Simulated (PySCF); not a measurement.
ClH₃O₃Zr, multiplicity 1. Atoms are numbered in the order given.

```xyz
8

Zr     0.0000     0.0000     0.2723
Cl     0.0000     0.0000    -2.1261
O     -1.5742     0.9089     0.8931
H     -2.3364     1.3489     1.2727
O      1.5742     0.9089     0.8931
H      2.3364     1.3489     1.2727
O      0.0000    -1.8177     0.8931
H      0.0000    -2.6978     1.2727
```

Geometry: B3LYP-D3(BJ)/def2-SVP. The spin state was assumed, not searched. The structure was generated by enumeration; whether it is a known compound was not checked. The def2 effective core potentials stand for the cores of Zr; spin–orbit coupling is left out. Other conformers were not sampled.

Level of theory: PySCF with PBE/def2-TZVP.

ESP charges are fitted to the potential on shells at 1.4 to 2.0 van der Waals radii. Atomic charges (e):

| atom | Mulliken | ESP fit | Löwdin |
|---|---|---|---|
| Zr1 | 1.53 | 1.21 | 0.32 |
| Cl2 | -0.42 | -0.34 | 0.02 |
| O3 | -0.69 | -0.74 | -0.28 |
| H4 | 0.32 | 0.45 | 0.17 |
| O5 | -0.69 | -0.74 | -0.28 |
| H6 | 0.32 | 0.45 | 0.17 |
| O7 | -0.69 | -0.74 | -0.28 |
| H8 | 0.32 | 0.45 | 0.17 |
